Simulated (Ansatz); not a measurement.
Zn₃Se₃⁺. Total charge 1; doublet. Geometry PBE-D4/def2-SVP, that of the neutral singlet; atoms count from 1.

```
atom    x (Å)    y (Å)    z (Å)
 Zn1   0.2778  -0.9750  -1.2960
 Zn2  -0.7339  -0.6053   1.3413
 Zn3   0.4573   1.5802  -0.0452
 Se4  -0.7381  -2.5360   0.0714
 Se5  -0.4501   1.5662   2.0800
 Se6   1.1870   0.9700  -2.1514
```

The structure comes from a short search, and lower isomers may exist.

**Question.** Estimate the Mulliken populations from the PBE0/def2-SVP orbitals of Ansatz.

**Answer.** 
```tsv
atom	charge (e)	spin (α − β)	d electrons
Zn1	0.45	-0.05	9.93
Zn2	0.46	0.02	9.94
Zn3	0.45	-0.05	9.93
Se4	-0.16	0.25	–
Se5	-0.16	0.25	–
Se6	-0.05	0.59	–
```
Mulliken values depend strongly on the basis.

**Question.** Where does the spin sit?

**Answer.** Summed by element: Zn -0.09, Se 1.09, of 1 unpaired in all. Largest on single atoms: Se6 0.59, Se5 0.25, Se4 0.25.

**Question.** And the Mayer bond orders between heavy atoms (over 0.3)?

**Answer.** Zn1–Se4 1.07 (2.31 Å); Zn1–Se6 0.94 (2.31 Å); Zn2–Se4 0.95 (2.31 Å); Zn2–Se5 0.95 (2.31 Å); Zn3–Se5 1.07 (2.31 Å); Zn3–Se6 0.94 (2.31 Å).
